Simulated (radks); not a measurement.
Values are calculated unless marked as measured or tabulated.
Numerical settings for the tellurium ion Te42+, [Ne]. Code: a radial shooting solver on a logarithmic mesh with Libxc functionals. Model: Dirac Kohn-Sham, BLYP, spin-unpolarised, spherical densities, point nucleus. The defaults (mesh step 0.008 in ln r, mesh end at 40 bohr or more with all orbitals vanishing there, Anderson mixing 0.5 over 9 steps, residual threshold near 1e-9 with the energy settled to 1e-9 hartree or 1e-11 of itself, here a cap of 55 iterations) give E = -5132.5650 hartree and 2p3/2 at -6923.6 eV in 13 iterations. Run on one thread of a shared host, so times are rough (Arm Neoverse V1): 0.04 s of CPU time, 0.04 s wall, 13 iterations on 2476 mesh points. Changes against that run (0 stands for a change within the tolerance of the run):

[
 {"setting": "mesh step in ln r 0.03", "iterations": "13", "converged": "yes", "E (mhartree)": "+0.000325", "e(2p3/2) (meV)": "0", "CPU (s)": "0.02"},
 {"setting": "mesh step in ln r 0.02", "iterations": "13", "converged": "yes", "E (mhartree)": "0", "e(2p3/2) (meV)": "0", "CPU (s)": "0.02"},
 {"setting": "mesh step in ln r 0.012", "iterations": "13", "converged": "yes", "E (mhartree)": "0", "e(2p3/2) (meV)": "0", "CPU (s)": "0.03"},
 {"setting": "mesh end (bohr) 3", "iterations": "13", "converged": "yes", "E (mhartree)": "0", "e(2p3/2) (meV)": "0", "CPU (s)": "0.04"},
 {"setting": "mesh end (bohr) 20", "iterations": "13", "converged": "yes", "E (mhartree)": "0", "e(2p3/2) (meV)": "0", "CPU (s)": "0.04"},
 {"setting": "residual threshold 0.1", "iterations": "7", "converged": "yes", "E (mhartree)": "0", "e(2p3/2) (meV)": "-2.19", "CPU (s)": "0.03"},
 {"setting": "residual threshold 1e-13", "iterations": "18", "converged": "yes", "E (mhartree)": "0", "e(2p3/2) (meV)": "0", "CPU (s)": "0.05"},
 {"setting": "mixing 0.2", "iterations": "15", "converged": "yes", "E (mhartree)": "0", "e(2p3/2) (meV)": "0", "CPU (s)": "0.05"},
 {"setting": "linear mixing, mixing 1", "iterations": "11", "converged": "yes", "E (mhartree)": "0", "e(2p3/2) (meV)": "0", "CPU (s)": "0.04"},
 {"setting": "linear mixing, mixing 0.8", "iterations": "16", "converged": "yes", "E (mhartree)": "0", "e(2p3/2) (meV)": "0", "CPU (s)": "0.05"},
 {"setting": "mixing history 2", "iterations": "23", "converged": "yes", "E (mhartree)": "0", "e(2p3/2) (meV)": "0", "CPU (s)": "0.06"},
 {"setting": "iteration cap 2", "iterations": "2", "converged": "no", "E (mhartree)": "+5.28e+03", "e(2p3/2) (meV)": "-9.95e+05", "CPU (s)": "0.01"}
]

No run marked as converged misses the energy by more than 1 mhartree. A mesh that ends early acts as a hard wall.
